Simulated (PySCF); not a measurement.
## Electron correlation in Sb⁻ (antimony, charge -1)

[Kr] 4d10 5s2 5p4, high-spin 3P determinant. Computed with PySCF 2.14 in aug-cc-pVQZ-PP with one added diffuse shell each of s, p, d, f, g type with ECP28MDF (8s8p6d4f3g, 117 functions), with a scalar-relativistic core potential. Frozen: 4s2 4p6 4d10; 6 electrons correlated.

MP2 pair energies summed by pair of shells (mhartree):

```tsv
pair	energy	share (%)
5s-5p	-43.37	46.3
5p-5p	-41.08	43.9
5s-5s	-9.13	9.8
```

Total MP2 correlation energy: -93.58 mhartree.

Same-spin part -20.69 and opposite-spin part -72.89 mhartree; SCS-MP2 scales them by 1/3 and 6/5 to -94.36 mhartree.
